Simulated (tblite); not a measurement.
Compound: C8H11 (doublet state).
Numbering: `[H]/[C:1]=[CH:2]\[C@@:3]12[CH2:4][CH2:5][CH2:6][C@@H:7]1[CH2:8]2` (hydrogens: H9 on C1; H10 on C2; H11, H12 on C4; H13, H14 on C5; H15, H16 on C6; H17 on C7; H18, H19 on C8)

Computed geometry: GFN2-xTB, gas phase. This method treats the open shell by occupation alone, without spin polarisation.

(1) Give the optimised bond lengths and angles.

Answers

(1) 
| bond | length (Å) |
| --- | --- |
| C1=C2 | 1.291 |
| C2–C3 | 1.509 |
| C3–C4 | 1.519 |
| C4–C5 | 1.535 |
| C5–C6 | 1.537 |
| C6–C7 | 1.513 |
| C7–C8 | 1.505 |
| C3–C7 | 1.500 |
| C3–C8 | 1.500 |
| C1–H9 | 1.066 |
| C2–H10 | 1.085 |
| C4–H11 | 1.091 |
| C4–H12 | 1.092 |
| C5–H13 | 1.089 |
| C5–H14 | 1.090 |
| C6–H15 | 1.092 |
| C6–H16 | 1.091 |
| C7–H17 | 1.081 |
| C8–H18 | 1.079 |
| C8–H19 | 1.080 |

A selection of angles:
| angle | degrees |
| --- | --- |
| C2–C1–H9 | 138.0 |
| C1–C2–C3 | 124.9 |
| C1–C2–H10 | 121.0 |
| C3–C2–H10 | 114.1 |
| C2–C3–C4 | 116.4 |
| C2–C3–C7 | 122.9 |
| C2–C3–C8 | 120.6 |
| C4–C3–C7 | 108.1 |
| C4–C3–C8 | 116.4 |
| C7–C3–C8 | 60.2 |
| C3–C4–C5 | 104.9 |
| C3–C4–H11 | 112.2 |
| C3–C4–H12 | 108.9 |
| C5–C4–H11 | 112.1 |
| C5–C4–H12 | 110.8 |
| H11–C4–H12 | 108.0 |
| C4–C5–C6 | 105.9 |
| C4–C5–H13 | 111.6 |
| C4–C5–H14 | 110.0 |
| C6–C5–H13 | 111.8 |
| C6–C5–H14 | 110.0 |
| H13–C5–H14 | 107.6 |
| C5–C6–C7 | 104.8 |
| C5–C6–H15 | 110.7 |
| C5–C6–H16 | 111.7 |
| C7–C6–H15 | 109.2 |
| C7–C6–H16 | 112.5 |
| H15–C6–H16 | 108.0 |
| C6–C7–C8 | 117.2 |
| C6–C7–H17 | 117.7 |
| C8–C7–H17 | 118.6 |
| C3–C7–C6 | 108.5 |
| C3–C7–C8 | 59.9 |
| C3–C7–H17 | 121.9 |
| C7–C8–H18 | 119.5 |
| C7–C8–H19 | 117.1 |
| C3–C8–C7 | 59.9 |
| C3–C8–H18 | 119.5 |
| C3–C8–H19 | 117.1 |
| H18–C8–H19 | 113.6 |

Dihedral angles: C1–C2–C3–C4 81° (synclinal); C2–C3–C4–C5 159° (antiperiplanar); C3–C4–C5–C6 -27° (synperiplanar); C4–C5–C6–C7 27° (synperiplanar); C5–C6–C7–C8 48° (synclinal); C6–C7–C8–C3 -97° (anticlinal); C2–C3–C7–C6 -140° (anticlinal); C2–C3–C8–C7 -113° (anticlinal).

The 5-membered ring C3–C4–C5–C6–C7 has internal angles of 104.8° to 108.5° (sum 532°, against 540° for a flat polygon); it is puckered, 0.12 Å rms from its mean plane, widest ring torsion 27°. Of the pairs four or more bonds apart, C5···H18 is among the closest relative to their van der Waals radii: 2.70 Å, 93 % of the sum of Bondi's values. The 3-membered ring C3–C7–C8 has internal angles of 59.9° to 60.2°. The 9 C–C bonds span 1.291 Å (C1=C2, drawn double) to 1.537 Å (C5–C6, drawn single), a spread of 0.246 Å. C1 (carbon bonded to C and H) is bent (angle 138.0°). C2 (carbon bonded to 2 C and H) is planar (angles 124.9°, 121.0° and 114.1°, sum 360.0°, 0.01 Å off the plane of its three neighbours).

Point group: C1 (no symmetry element, even within 0.4 Å). GFN2-xTB frequencies show an imaginary mode (73i cm⁻¹), so the point is no minimum at that level.

On an Arm Neoverse V2 with one thread, on a shared host, this took 0.31 s of wall time. This is the geometry optimisation.

One conformer stands for the species.
